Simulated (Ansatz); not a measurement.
`[Cu][I]` + `[SiH3]N[SiH3]` → `[SiH3][N]([SiH3])[Cu]` + HI at 500 K and 1 bar (ligand exchange at a Cu–I bond).

Isolated molecules relaxed with PBE0-D4/def2-TZVP in Ansatz; ΔE leaves out vibrations. CCSD(T)/CBS adds triple-zeta CCSD(T) − MP2 to the extrapolated MP2 energy (def2 sets, frozen cores). This one scheme is used for every species. Elements past krypton have def2 core potentials. For Cu, I outer-core shells are correlated without core-valence functions, which leaves a few kJ/mol of doubt a bond. Scalar relativity is left out up to krypton.

```tsv
species	CCSD(T)/CBS energy (Eh)	H − E (kJ/mol)	S (J/(mol·K))
`[Cu][I]`	-1936.97972	18.9	275.2
`[SiH3]N[SiH3]`	-637.10515	216.0	394.7
`[SiH3][N]([SiH3])[Cu]`	-2275.98935	194.5	441.7
HI	-298.03592	28.6	221.6
```

H − E and S are ideal-gas, rigid-rotor, harmonic terms from PBE0-D4/def2-TZVP. 1 Eh = 2625.50 kJ/mol, R = 8.31446 J/(mol·K).

Q: By hand: ΔE, ΔH, ΔS and ΔG.

A: ΔE = (-2275.98935) + (-298.03592) − (-1936.97972) − (-637.10515) = 0.05960 Eh = 156.5 kJ/mol. Δ(H − E) = 194.5 + 28.6 − 18.9 − 216.0 = -11.8, so ΔH = 144.7 kJ/mol. ΔS = 441.7 + 221.6 − 275.2 − 394.7 = -6.6 J/(mol·K). ΔG = 144.7 − 500 × (-6.6)/1000 = 148.0 kJ/mol.

Q: By hand: the equilibrium constant, and the temperature at which ΔG would vanish if ΔH and ΔS stayed fixed.

A: log₁₀ K = −ΔG/(RT ln 10) = -15.5. ΔH and −TΔS have one sign here, so there is no such temperature.

The number of gas molecules stays the same, so ΔS is small and ΔH decides. A doubt of 5 kJ/mol in ΔE shifts log₁₀ K by 0.5 here. Modes under 60 cm⁻¹, often nearly free rotors, make the harmonic entropy too high. These are equilibria of isolated gas molecules and say nothing of rates. Largest T1 diagnostic: 0.026 (customary marks: 0.02 for closed shells, 0.045 for open ones).
